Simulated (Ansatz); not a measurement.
C$_{8}$H$_{14}$, SMILES `C#CCCCCCC` at its PBE0-D4/def2-TZVP geometry, where that method's forces vanish. Total charge 0; spin multiplicity 1.

| atom | x (Å) | y (Å) | z (Å) |
| --- | --- | --- | --- |
| C1 | -2.718 | -1.888 | 1.614 |
| C2 | -2.172 | -2.011 | 0.552 |
| C3 | -1.487 | -2.155 | -0.722 |
| C4 | -0.069 | -1.580 | -0.713 |
| C5 | -0.027 | -0.082 | -0.472 |
| C6 | 1.389 | 0.468 | -0.439 |
| C7 | 1.469 | 1.980 | -0.273 |
| C8 | 0.926 | 2.487 | 1.053 |
| H9 | -3.207 | -1.782 | 2.554 |
| H10 | -2.079 | -1.659 | -1.501 |
| H11 | -1.456 | -3.217 | -0.987 |
| H12 | 0.402 | -1.815 | -1.673 |
| H13 | 0.516 | -2.093 | 0.058 |
| H14 | -0.597 | 0.428 | -1.261 |
| H15 | -0.542 | 0.138 | 0.468 |
| H16 | 1.944 | -0.014 | 0.376 |
| H17 | 1.904 | 0.184 | -1.365 |
| H18 | 2.514 | 2.291 | -0.375 |
| H19 | 0.929 | 2.461 | -1.098 |
| H20 | -0.141 | 2.279 | 1.163 |
| H21 | 1.442 | 2.013 | 1.894 |
| H22 | 1.061 | 3.567 | 1.149 |

Question: For each bond, give half the difference of the two atoms' forces along it (eV/Å; positive pushes the atoms apart) under PBE-D4, r2SCAN-D4, B3LYP-D4, ωB97M-V in def2-TZVPP. (Best estimate.)

Answer: Ansatz gave: 
```json
{"bond": "C1–C2", "length (Å)": "1.201", "PBE-D4": "0.97", "r2SCAN-D4": "0.35", "B3LYP-D4": "-0.08", "ωB97M-V": "-0.36"}
{"bond": "C1–H9", "length (Å)": "1.064", "PBE-D4": "-0.37", "r2SCAN-D4": "-0.22", "B3LYP-D4": "-0.08", "ωB97M-V": "0.04"}
{"bond": "C2–C3", "length (Å)": "1.454", "PBE-D4": "-0.57", "r2SCAN-D4": "-0.20", "B3LYP-D4": "0.14", "ωB97M-V": "0.45"}
{"bond": "C3–H10", "length (Å)": "1.096", "PBE-D4": "0.15", "r2SCAN-D4": "-0.02", "B3LYP-D4": "-0.09", "ωB97M-V": "-0.16"}
{"bond": "C3–H11", "length (Å)": "1.095", "PBE-D4": "0.13", "r2SCAN-D4": "-0.02", "B3LYP-D4": "-0.10", "ωB97M-V": "-0.16"}
{"bond": "C4–H13", "length (Å)": "1.095", "PBE-D4": "0.11", "r2SCAN-D4": "-0.05", "B3LYP-D4": "-0.10", "ωB97M-V": "-0.10"}
{"bond": "C5–H14", "length (Å)": "1.098", "PBE-D4": "0.12", "r2SCAN-D4": "-0.04", "B3LYP-D4": "-0.09", "ωB97M-V": "-0.10"}
{"bond": "C5–H15", "length (Å)": "1.094", "PBE-D4": "0.12", "r2SCAN-D4": "-0.05", "B3LYP-D4": "-0.12", "ωB97M-V": "-0.11"}
{"bond": "C6–C7", "length (Å)": "1.523", "PBE-D4": "0.00", "r2SCAN-D4": "0.08", "B3LYP-D4": "0.13", "ωB97M-V": "0.12"}
{"bond": "C6–H17", "length (Å)": "1.096", "PBE-D4": "0.10", "r2SCAN-D4": "-0.04", "B3LYP-D4": "-0.10", "ωB97M-V": "-0.10"}
{"bond": "C7–C8", "length (Å)": "1.520", "PBE-D4": "0.01", "r2SCAN-D4": "0.11", "B3LYP-D4": "0.19", "ωB97M-V": "0.18"}
{"bond": "C7–H18", "length (Å)": "1.095", "PBE-D4": "0.10", "r2SCAN-D4": "-0.05", "B3LYP-D4": "-0.11", "ωB97M-V": "-0.11"}
{"bond": "C7–H19", "length (Å)": "1.097", "PBE-D4": "0.11", "r2SCAN-D4": "-0.04", "B3LYP-D4": "-0.10", "ωB97M-V": "-0.11"}
{"bond": "C8–H21", "length (Å)": "1.094", "PBE-D4": "0.11", "r2SCAN-D4": "-0.03", "B3LYP-D4": "-0.06", "ωB97M-V": "-0.07"}
```

B3LYP here is the variant with VWN-RPA as its local correlation; programs differ in this.
